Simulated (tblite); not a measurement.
Species: C5H8BFO2.
Structure used (GFN2-xTB), in Å, numbered top down from 1:
```
atom  x, y, z in Å
C1     1.754    0.598   -1.108
C2     1.287    0.804    0.109
C3     0.320   -0.075    0.852
C4     0.007   -1.411    0.171
O5    -0.777   -1.254   -0.996
B6    -1.587   -0.196   -1.123
O7    -1.710    0.785   -0.174
C8    -1.014    0.679    1.004
F9    -1.791   -0.006    1.924
H10    1.477   -0.256   -1.702
H11    2.440    1.290   -1.565
H12    1.583    1.688    0.661
H13    0.708   -0.270    1.858
H14    0.930   -1.922   -0.119
H15   -0.545   -2.050    0.871
H16   -2.212   -0.076   -2.099
H17   -0.877    1.686    1.426
```

Level: GFN2-xTB in tblite, geometry and Hessian alike; calculated harmonic values, unscaled, isolated species. Errors from tens to a few hundred cm⁻¹ against measured bands are possible. Modes of hydrogen on boron can be 10 to 20 % off. One conformer, not necessarily the lowest.

Harmonic wavenumbers (cm⁻¹): 84.1, 104.4, 138.3, 213.1, 272.9, 357.1, 361.7, 428.0, 496.4, 571.5, 602.8, 650.4, 770.7, 848.2, 855.9, 905.4, 911.6, 937.8, 961.7, 967.8, 1014.9, 1023.7, 1046.3, 1082.5, 1138.9, 1152.0, 1201.6, 1224.8, 1239.1, 1276.0, 1295.1, 1308.5, 1325.1, 1339.1, 1414.2, 1470.5, 1718.0, 2699.5, 2881.0, 2914.9, 2938.3, 2948.4, 3046.4, 3114.0, 3140.6.

A = 2390, B = 1596, C = 1361 MHz; mass 130.060 u (most abundant isotopes); point group C1, symmetry number 1.

Question: What is the zero-point energy?

Answer: Half the sum of the wavenumbers: 28197 cm⁻¹ = 80.62 kcal/mol.

Question: Give the ideal-gas entropy at 298.15 K and 1 bar in the rigid-rotor, harmonic-oscillator model (classical rotation).

Answer: Translation 40.53, rotation 28.52, vibration 20.56: S = 89.6 cal/(mol K).

Question: And Cp and H(298.15 K) − H(0)?

Answer: Cp = 33.58 cal/(mol K), of which vibrations give 25.63 (their classical limit is 45 R = 89.4); H(298.15 K) − H(0) = 5.86 kcal/mol without the zero-point energy, 3.49 from vibrations.

Question: Blend soft modes into free rotors: weight 1/[1 + (100 cm⁻¹/ν̃)⁴] for the oscillator and the rest for a rotor with moment μB/(μ + B), μ = h/(8π²ν), B = 10⁻⁴⁴ kg m². What vibrational entropy results?

Answer: 19.75 cal/(mol K) in place of 20.56, which changes −T·S at 298.15 K by +0.24 kcal/mol.

Question: What must be added to the electronic energy to get the Gibbs energy at 298.15 K and 1 bar?

Answer: ZPE + [H(298.15 K) − H(0)] − T·S = 80.62 + 5.86 − 26.72 = 59.76 kcal/mol.

Question: How do the functions run with temperature in this model?

Answer: 
```json
{"T (K)": "50", "S (cal/(mol K))": "56.1", "Cp (cal/(mol K))": "11.0", "H − H(0) (kcal/mol)": "0.45", "G − H(0) (kcal/mol)": "-2.36", "ln q(vib)": "0.17"}
{"T (K)": "100", "S (cal/(mol K))": "65.1", "Cp (cal/(mol K))": "15.3", "H − H(0) (kcal/mol)": "1.11", "G − H(0) (kcal/mol)": "-5.41", "ln q(vib)": "0.84"}
{"T (K)": "373.15", "S (cal/(mol K))": "98.0", "Cp (cal/(mol K))": "41.1", "H − H(0) (kcal/mol)": "8.67", "G − H(0) (kcal/mol)": "-27.89", "ln q(vib)": "5.97"}
{"T (K)": "500", "S (cal/(mol K))": "111.6", "Cp (cal/(mol K))": "51.9", "H − H(0) (kcal/mol)": "14.60", "G − H(0) (kcal/mol)": "-41.19", "ln q(vib)": "8.64"}
{"T (K)": "750", "S (cal/(mol K))": "135.6", "Cp (cal/(mol K))": "66.3", "H − H(0) (kcal/mol)": "29.53", "G − H(0) (kcal/mol)": "-72.16", "ln q(vib)": "13.98"}
{"T (K)": "1000", "S (cal/(mol K))": "156.0", "Cp (cal/(mol K))": "75.1", "H − H(0) (kcal/mol)": "47.30", "G − H(0) (kcal/mol)": "-108.68", "ln q(vib)": "19.10"}
```

q(vib) and H(0) count from the zero-point level.

Hindered rotation and anharmonicity are outside this model. Other conformers, if any are populated, would add a mixing term that is left out. The structure is chiral; the term R ln 2 for an equal mix with its mirror image is left out.

Time: 0.45 s wall. Hardware: one thread, Arm Neoverse V2 (aarch64), no GPU, on a shared host. The figure is for the frequency step alone.
